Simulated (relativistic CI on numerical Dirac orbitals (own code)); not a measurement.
## Au⁶⁸⁺: sensitivity of the levels to the model

Base calculation: Dirac-Coulomb-Breit CI, KLI orbitals optimised for each configuration, model QED (radiative potential, 1s self-energy scaled to tabulated hydrogen-like ionisation energies), unscaled Slater integrals.

Configuration list (outside the closed core [Ne]): 3s, 3p, 3d, 4s, 4p, 4d, 4f, 5s, 5p, 5d, 5f, 5g, 6s, 6p, 6d. Levels of other configurations are missing.

The lowest level and the first level of each name with at least 55 % of one term (blank where a level has no safe partner in the second run):

```
    Level  Base (eV)  Shift (eV)
 3s ²S1/2       0.00        0.00
3p ²P°1/2     177.40       +0.06
3p ²P°3/2     687.93       +0.06
 3d ²D3/2     890.42       -0.20
 3d ²D5/2    1005.16       -0.20
 4s ²S1/2    3816.38       -0.01
4p ²P°1/2    3889.51       +0.04
4p ²P°3/2    4098.64       +0.04
 4d ²D3/2    4175.43       +0.02
 4d ²D5/2    4225.01       +0.02
4f ²F°5/2    4264.79       +0.38
4f ²F°7/2    4286.65       +0.38
 5s ²S1/2    5512.35       +0.26
5p ²P°1/2    5548.98       +0.29
```

At this charge energies of transitions that change n are usually good to better than 1 %, and those within a shell (Δn = 0) to a few per cent.

(1) One thing was changed in a second run, which moved the levels as shown. Which?
A. configuration mixing switched off
B. QED terms removed
C. P86 correlation estimate
D. Breit term removed

Answers

(1) C. P86 correlation estimate. A correlation estimate moves all levels of a configuration together before mixing; mixed levels move by a weighted share.
